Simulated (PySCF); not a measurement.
**How the functional moves excitation energies**

Species: C₃H₅BrGe.
Structure used (PBE0-D3(BJ)/def2-SVP), in Å, numbered top down from 1:
```xyz
10
C3H5BrGe angstrom
C     -1.805    0.335    0.210
C     -0.377    0.170    0.026
C      0.825    0.034   -0.123
Ge     2.685   -0.190   -0.305
Br     3.641   -0.060    1.798
H     -2.018    0.848    1.161
H     -2.242    0.935   -0.603
H     -2.317   -0.640    0.229
H      3.017   -1.580   -0.858
H      3.293    0.934   -1.151
```

Linear-response calculations in the def2-SVPD basis (PySCF; singlets by full response, triplets Tamm–Dancoff, core orbitals frozen in the response; HF means time-dependent Hartree–Fock). 'Strongest' is the level of largest summed f among the singlets computed (10 roots, of which the last may lack a degenerate partner); it can jump between rows when another state enters that window. S1 is the lowest singlet of each run and needn't be the same state throughout; f(S1) is that of one state. Isolated species at its PBE0-D3(BJ)/def2-SVP geometry, gas phase. Relativistic effects, spin–orbit coupling among them, are left out although an element past zinc is present.

```
functional                               kind  S1 (eV)  f(S1)  strongest (eV)  T1 (eV)  HOMO (eV)  gap (eV)  ionisation energy, ΔSCF (eV)
       LDA                                LDA     4.88  0.002            5.13     4.57      -6.83      4.80                          9.46
       PBE                                GGA     4.98  0.001            5.21     4.53      -6.72      4.92                          9.46
     B3LYP  global hybrid, 20% exact exchange     5.33  0.001            6.94     4.71      -7.67      6.48                          9.74
      PBE0  global hybrid, 25% exact exchange     5.46  0.001            7.19     4.69      -7.93      6.97                          9.80
 BHandHLYP  global hybrid, 50% exact exchange     5.64  0.000            7.71     4.76      -8.97      8.88                          9.89
 CAM-B3LYP             range-separated hybrid     5.61  0.000            7.55     4.82      -9.23      9.23                         10.02
   wB97X-D             range-separated hybrid     5.66  0.000            7.73     4.90      -9.77     10.50                         10.01
   LC-wPBE             range-separated hybrid     5.84  0.000            8.23     4.79     -10.64     11.75                         10.22
```

Question: What does HF (Hartree–Fock) give?

Answer: S1 (eV) 5.54, f(S1) 0.000, strongest (eV) 8.65, T1 (eV) 4.30, HOMO (eV) -10.61, gap (eV) 12.58, ionisation energy, ΔSCF (eV) not settled. S1 runs from 4.88 eV (LDA) to 5.84 eV (LC-wPBE), a spread of 0.96 eV, while the orbital gap spreads over 7.8 eV. −ε(HOMO) comes closest to its own ΔSCF ionisation energy with wB97X-D (-0.24 eV) and misses most with PBE (-2.74 eV). 'Not settled' means that the ion's SCF failed to converge or may have ended in another state than the lowest.
